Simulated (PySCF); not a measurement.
## Br, SMILES `[Br]` (charge 0, multiplicity 2)

Method: PBE-D3(BJ)/def2-TZVP (PySCF).

The highest occupied spin orbital is -7.43 eV and the dipole moment is 0.00 D. The total energy comes out as -2573.7208 Ha and the cost is very roughly 1.7 core-seconds.

```xyz
1

Br     0.0000     0.0000     0.0000
```
Charge 0, spin multiplicity 2.
